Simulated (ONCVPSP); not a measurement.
**Configuration tests for Mg (Z = 12) (ONCV)**

magnesium (Mg), optimised norm-conserving Vanderbilt (ONCV), made with ONCVPSP 4.0.1 (PBE, scalar-relativistic). Core [Ne], reference 3s2. Waves: 3s: rc 2.75 bohr, ncon 4, nbas 8, qcut 2.2 1/bohr, 2 projectors, debl 3.2 Ha; p scattering state at 0.34 Ha: rc 2.20 bohr, ncon 4, nbas 8, qcut 3.8 1/bohr, 2 projectors, debl 0.3 Ha; d scattering state at 0.43 Ha: rc 2.50 bohr, ncon 4, nbas 7, qcut 3.5 1/bohr, 1 projector. Local part: polynomial inside 1.85 bohr (lpopt 3, dvloc0 4 Ha). Core correction: Teter function, fcfact 3.25, rcfact 1.6.

Energies are relative to the spin-unpolarised reference configuration 3s2; without spin polarisation the order of configurations can differ from experiment.

```
valence configuration  charge  ΔE all-electron (eV)  error AE − PS (meV)
                  3s1      +1                 7.960                  -18
              3s0 3p1      +1                12.328                  -68
```

Problem. What are ΔE and the potential's error for 3s1 3p1?

Solution. ΔE = 3.491 eV all-electron; the error (AE − PS) is -11 meV.

Problem. What are ΔE and the potential's error for 3s1.5?

Solution. ΔE = 3.144 eV all-electron; the error (AE − PS) is -2.1 meV.

Levels in the configuration 3s1:

```json
{"level": "3s", "all-electron (eV)": "-11.378", "pseudo (eV)": "-11.434"}
```

Note: no bound ghost flagged; GHOST(+) flagged for s at 68.3 eV.
